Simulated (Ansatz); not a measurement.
Start from `F[SiH2][SiH3]` and change one atom or group to get `F[SiH2]I`.

Ansatz, PBE0-D4/def2-TZVP geometries, multiplicity 1. 

Elements past krypton have def2 core potentials.

```csv
property,`F[SiH2][SiH3]`
LUMO energy (ωB97M-V/def2-TZVPP) / eV,1.13
LUMO energy (B3LYP/def2-TZVPP) / eV,-0.84
LUMO energy (PBE/def2-TZVPP) / eV,-1.52
HOMO energy (B3LYP/def2-TZVPP) / eV,-8.21
HOMO–LUMO gap (ωB97M-V/def2-TZVPP) / eV,11.59
HOMO–LUMO gap (B3LYP/def2-TZVPP) / eV,7.38
```

(1) Give the same properties after the change, and the shifts. (Best estimate.)

Results:

(1) The calculation gave: 
| property | `F[SiH2]I` | shift |
| --- | --- | --- |
| LUMO energy (ωB97M-V/def2-TZVPP) / eV | 1.26 | 0.13 |
| LUMO energy (B3LYP/def2-TZVPP) / eV | -0.78 | 0.06 |
| LUMO energy (PBE/def2-TZVPP) / eV | -1.40 | 0.12 |
| HOMO energy (B3LYP/def2-TZVPP) / eV | -7.71 | 0.50 |
| HOMO–LUMO gap (ωB97M-V/def2-TZVPP) / eV | 11.34 | -0.25 |
| HOMO–LUMO gap (B3LYP/def2-TZVPP) / eV | 6.93 | -0.45 |

With PBE0 the HOMO rises by 0.45 eV and the LUMO rises by 0.11 eV, so the gap narrows by about 0.34 eV. PBE moves the HOMO by 0.40 eV and ωB97M-V by 0.38 eV. The zero-point energy changes by -61.7 kJ/mol with -9 modes.

B3LYP here is the variant with VWN-RPA as its local correlation; programs differ in this.

Spin–orbit coupling is left out; it splits and shifts lone-pair levels of the heavy atoms by tenths of an eV.
